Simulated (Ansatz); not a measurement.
Ba2O⁺: single points at one geometry.

```yaml
crystal:
  periodic: [false, false, false]
  atoms:
    - {symbol: Ba, position_ang: [-0.313116, 1.077598, 1.750200]}
    - {symbol: Ba, position_ang: [0.101879, -0.783979, -1.922877]}
    - {symbol: O, position_ang: [0.211237, -0.293619, 0.172676]}
basis:
  gaussian: {orbitals: def2-TZVP, initial_orbitals: start.molden}
total_charge: 1
magnetization: {spin_polarized: true, initial_magnetization: 1}
hamiltonian: {xc: r2scan, dispersion: d4}
scf: {omitted_lower_state_checks: [starts]}
output: {orbitals: {seedname: orbitals}}
```

The file start.molden holds the orbitals of an earlier run on this structure, at another level or in another basis.

```sh
$ ansatz run in.yaml --threads 4 --pin off --events-out ev --progress --plain --max-ram 3916MiB
```

Shortened log:

```
Functional definition: r2SCAN
725 factors; their error is unknown
mean field evaluation 1: about -3432.5441 eV, gradient 2.5e0 eV
mean field evaluation 2: about -3432.5689 eV, gradient 5.4e-2 eV
mean field evaluation 4: about -3432.5664 eV, gradient 7.4e-4 eV
mean field evaluation 8: about -3432.5664 eV, gradient 1.7e-5 eV
mean field -3432.56643654 eV, -126.1444898659 hartree, gradient 1.7e-5 eV, S^2 0.750906; 0 other end points of the search recorded, 0 dependent functions left out
reference -3432.56648521 eV, -126.1444916543 hartree; 14, 13 occupied and 97, 98 virtual orbitals, 725 factors
Total energy: -3432.57591782 eV, -126.1448382964 hartree
Checks for a lower state left out: starts
```

Run time 3.3 s (4 threads of Arm Neoverse V1 on a shared host).

As the first input, with `hamiltonian: {xc: {name: CAM-B3LYP}, dispersion: d4}`, `output: {forces: true, orbitals: {seedname: orbitals}}` (abridged; 2.8 s):

```
Functional definition: CAM-B3LYP
mean field -3430.32131205 eV, -126.0619830625 hartree, gradient 3.7e-5 eV, S^2 0.750240
Total energy: -3430.37477124 eV, -126.0639476516 hartree
Atom 0 force    -0.021652     0.079057     0.135210 eV/Å
Atom 1 force     0.009979    -0.062832    -0.144752 eV/Å
Atom 2 force     0.011672    -0.016225     0.009542 eV/Å
Dipole moment:    -0.004009     0.005573    -0.003277 e Å
Checks for a lower state left out: starts
```

First input, but with `gaussian: {orbitals: def2-SVP, initial_orbitals: start.molden}`, `hamiltonian: {xc: pbe0, dispersion: d4}` (abridged; 1.7 s):

```
Functional definition: PBE0
mean field -3426.64281109 eV, -125.9268006456 hartree, gradient 2.1e-5 eV, S^2 0.750412
Total energy: -3426.69192023 eV, -125.9286053733 hartree
Checks for a lower state left out: starts
```

The first input with `hamiltonian: {xc: {name: wB97X-V}}` (abridged; 11 s):

```
Functional definition: wB97X-V
mean field -3431.25358994 eV, -126.0962436433 hartree, gradient 2.5e-5 eV, S^2 0.750457
Total energy: -3431.25359146 eV, -126.0962436990 hartree
Checks for a lower state left out: starts
```

First input, but with `correlation: {method: mp2}` and without the key `hamiltonian` (abridged; 0.55 s):

```
Functional definition: HF
mean field -3403.21150370 eV, -125.0657159813 hartree, gradient 3.7e-6 eV, S^2 0.751198
1 core orbitals not correlated: weight in the atoms' cores, before any rotation towards them, 1.000 or more for the frozen orbitals, at most 0.000 for the correlated occupied ones
second order -15.50178045 eV of doubles, -0.00000000 eV of singles
Total energy: -3418.71328415 eV, -125.6353959053 hartree
Checks for a lower state left out: starts
```

The first input with `hamiltonian: {xc: {name: revPBE}, dispersion: d4}` (abridged; 2 s):

```
Functional definition: revPBE
mean field -3434.97690137 eV, -126.2330728146 hartree, gradient 2.4e-5 eV, S^2 0.750321
Total energy: -3435.07754412 eV, -126.2367713671 hartree
Checks for a lower state left out: starts
```

The first input with `gaussian: {orbitals: def2-TZVPP, initial_orbitals: start.molden}`, `correlation: {method: ccsd_t}`, `scf: {omitted_lower_state_checks: [starts, cluster_reference]}` and without the key `hamiltonian` (abridged; 7.5 s):

```
Functional definition: HF
mean field -3403.21150370 eV, -125.0657159813 hartree, gradient 3.7e-6 eV, S^2 0.751198
1 core orbitals not correlated: weight in the atoms' cores, before any rotation towards them, 1.000 or more for the frozen orbitals, at most 0.000 for the correlated occupied ones
second order -15.50178045 eV of doubles, -0.00000000 eV of singles
cycle   1  -15.29222935 eV  change    2.1e-1 eV  update   1.4e-1
cycle   2  -15.73562957 eV  change   -4.4e-1 eV  update   6.7e-2
cycle   3  -15.90185464 eV  change   -1.7e-1 eV  update   2.8e-2
cycle   4  -15.90032850 eV  change    1.5e-3 eV  update   1.1e-2
cycle   5  -15.88780566 eV  change    1.3e-2 eV  update   5.6e-3
cycle   6  -15.88560510 eV  change    2.2e-3 eV  update   2.7e-3
cycle   7  -15.88571612 eV  change   -1.1e-4 eV  update   1.2e-3
cycle   8  -15.88587528 eV  change   -1.6e-4 eV  update   5.8e-4
cycle   9  -15.88616386 eV  change   -2.9e-4 eV  update   2.9e-4
cycle  10  -15.88624109 eV  change   -7.7e-5 eV  update   1.4e-4
cycle  11  -15.88610092 eV  change    1.4e-4 eV  update   5.9e-5
cycle  12  -15.88610174 eV  change   -8.2e-7 eV  update   2.5e-5
perturbative correction -0.63207426 eV, -0.0232283006 hartree
Total energy: -3419.72967970 eV, -125.6727477530 hartree
Checks for a lower state left out: starts, cluster_reference
```

Geometry: PBE0-D4/def2-TZVP.

In the def2 sets Ba takes a core potential; there is no spin–orbit coupling. Correlated methods freeze 1 core orbital; core or outer-core shells of Ba are correlated, in sets that lack core-valence functions. The structure comes from a short search, and lower isomers may exist.
